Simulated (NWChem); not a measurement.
System meant: C2H8N cation; SMILES C[NH2+]C

NWChem input:

```
start job
memory heap 200 mb stack 900 mb global 1100 mb
charge 1
geometry units angstroms noautosym nocenter noautoz
  C     -1.254101     0.000000     0.278702
  N      0.000000     0.000000    -0.523665
  C      1.254101     0.000000     0.278702
  H     -2.116698     0.000000    -0.399144
  H     -1.270490    -0.897872     0.908725
  H     -1.270490     0.897872     0.908725
  H      0.000000     0.815413    -1.150367
  H      0.000000    -0.815413    -1.150367
  H      2.116698     0.000000    -0.399144
  H      1.270490     0.897872     0.908725
  H      1.270490    -0.897872     0.908725
end
basis spherical
  * library def2-svp
end
dft
  xc xtpss03 ctpss03
  iterations 150
end
property
  shielding 5 1 2 4 5 7
end
task dft property
```

End of the output:

```
 Vector   16  Occ=0.000000D+00  E=-1.096472D-01
              MO Center= -1.3D-09,  3.7D-10,  6.7D-01, r^2= 5.4D+00
   Bfn.  Coefficient  Atom+Function         Bfn.  Coefficient  Atom+Function
  ----- ------------  ---------------      ----- ------------  ---------------
     3      0.917752   1 C  s                31      0.917752   3 C  s
    49     -0.878066   5 H  s                54     -0.878066   6 H  s
    74     -0.878066  10 H  s                79     -0.878066  11 H  s
     9      0.590974   1 C  pz               37      0.590974   3 C  pz
    59      0.458013   7 H  s                64      0.458013   8 H  s

 center of mass
 --------------
 x =   0.00000000 y =   0.00000000 z =  -0.00426627

 moments of inertia (a.u.)
 ------------------
          59.321021972686           0.000000000000           0.000000000000
           0.000000000000         233.211759069867           0.000000000000
           0.000000000000           0.000000000000         206.674051271683

     Multipole analysis of the density
     ---------------------------------

     L   x y z        total         alpha         beta         nuclear
     -   - - -        -----         -----         ----         -------
     0   0 0 0      1.000000    -13.000000    -13.000000     27.000000

     1   1 0 0      0.000000      0.000000      0.000000     -0.000000
     1   0 1 0     -0.000000     -0.000000     -0.000000      0.000000
     1   0 0 1     -0.608985     -0.507304     -0.507304      0.405624

     2   2 0 0     -9.658721    -66.056387    -66.056387    122.454052
     2   1 1 0     -0.000000     -0.000000     -0.000000      0.000000
     2   1 0 1      0.000000      0.000000      0.000000      0.000000
     2   0 2 0    -11.995088    -14.129738    -14.129738     16.264388
     2   0 1 1     -0.000000     -0.000000     -0.000000      0.000000
     2   0 0 2    -10.860166    -21.714347    -21.714347     32.568527

          -----------------------------------------
          Chemical Shielding Tensors (GIAO, in ppm)
          -----------------------------------------

 ------------------------------------------------------------------------
  xtpss03: d2 not coded                    0
 ------------------------------------------------------------------------
 ------------------------------------------------------------------------
  current input line :
    27: task dft property
 ------------------------------------------------------------------------
 ------------------------------------------------------------------------
 This error has not yet been assigned to a category
 ------------------------------------------------------------------------
 For more information see the NWChem manual at https://nwchemgit.github.io

0: xtpss03: d2 not coded:Received an Error in Communication
```

Q: What is wrong, and how is it mended?

A: The program stopped with an error. Cause: this functional's second derivatives, which shieldings need, aren't coded here; the fix takes a hybrid GGA instead. This input runs:
```
start job
memory heap 200 mb stack 900 mb global 1100 mb
charge 1
geometry units angstroms noautosym nocenter noautoz
  C     -1.254101     0.000000     0.278702
  N      0.000000     0.000000    -0.523665
  C      1.254101     0.000000     0.278702
  H     -2.116698     0.000000    -0.399144
  H     -1.270490    -0.897872     0.908725
  H     -1.270490     0.897872     0.908725
  H      0.000000     0.815413    -1.150367
  H      0.000000    -0.815413    -1.150367
  H      2.116698     0.000000    -0.399144
  H      1.270490     0.897872     0.908725
  H      1.270490    -0.897872     0.908725
end
basis spherical
  * library def2-svp
end
dft
  xc pbe0
  iterations 150
end
property
  shielding 5 1 2 4 5 7
end
task dft property
```
It converges to -135.26695 Ha (PBE0/def2-SVP, GIAO).
